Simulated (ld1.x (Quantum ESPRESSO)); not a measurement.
**chromium: excitation energies, all-electron against PAW**

- Element: Cr
- Generator: ld1.x (Quantum ESPRESSO) 7.5
- Type: PAW
- Functional: PBE
- Relativity: scalar-relativistic
- Frozen core: [Ar]
- Valence charge: 6
- Reference configuration: 3d5 4s0 4p1
- Partial waves: 4s (bound, empty): rcut 2.30, rcutus 2.75 bohr; 4s channel at 2.7 Ry: rcut 2.30, rcutus 2.75 bohr; 4p (bound): rcut 3.50, rcutus 4.35 bohr; 4p channel at 0.7 Ry: rcut 3.50, rcutus 4.35 bohr; 3d (bound): rcut 1.00, rcutus 1.40 bohr; 3d channel at 2.3 Ry: rcut 1.00, rcutus 1.40 bohr
- Local potential: all-electron potential smoothed inside 2.25 bohr (lloc = -1)
- Core correction: a·sin(br)/r model core, default radius (core density twice the valence density)
- Augmentation charge: BG, radius 1.10 bohr

Energies are relative to the spin-unpolarised reference configuration 3d5 4s0 4p1; without spin polarisation the order of configurations can differ from experiment.

| valence configuration | charge | ΔE all-electron (eV) | error AE − PS (meV) |
| --- | --- | --- | --- |
| 3d5 4s1 4p0 | 0 | -3.121 | -2.4 |
| 3d5 4s0 4p0 | +1 | 3.780 | +4.2 |
| 3d4 4s0 4p0 | +2 | 19.832 | -107 |
| 3d6 4s0 4p0 | 0 | -1.389 | -22 |
| 3d4 4s1 4p0 | +1 | 4.866 | -77 |
| 3d5 4s0.5 4p0 | +0.5 | -0.414 | +0.5 |

**Question.** What are ΔE and the potential's error for 3d5.5 4s0.5 4p0?

**Answer.** ΔE = -2.395 eV all-electron; the error (AE − PS) is -8.0 meV.

Levels in the configuration 3d5 4s0.5 4p0:

```csv
level,all-electron (eV),pseudo (eV)
3d,-6.205,-6.194
4s,-6.863,-6.856
```
